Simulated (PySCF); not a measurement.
Excitations are Tamm–Dancoff values on a coarser integration grid. The basis has no diffuse functions, so Rydberg states are missing or too high.

Z-matrix (Å, degrees):
```
C
H 1 1.1046
H 1 1.1046 2 106.59
Si 1 1.8863 2 108.42 3 116.54
H 4 1.4929 1 110.39 2 -177.75
H 4 1.4929 5 108.35 1 120.98
H 4 1.4938 5 108.31 6 117.29
Si 1 1.8899 2 108.51 3 -116.70
H 8 1.4949 1 109.13 2 178.90
H 8 1.4949 9 107.70 1 -118.34
C 8 1.8855 9 109.79 10 -119.51
H 11 1.1019 8 111.07 9 59.05
H 11 1.1020 12 107.99 8 -121.71
H 11 1.1020 12 107.99 13 -116.56
```
Charge 0, spin multiplicity 1.

Problem. What is the computed T1 excitation (TDA), S1 excitation (TDA) and S1–T1 gap (TDA) (r2SCAN-D4/def2-TZVP // B3LYP-D3(BJ)/def2-SVP (PySCF))?

Solution. 
The T1 excitation (TDA) is 7.33 eV. The S1 excitation (TDA) comes out as 7.80 eV. The S1–T1 gap (TDA) is 0.46 eV.
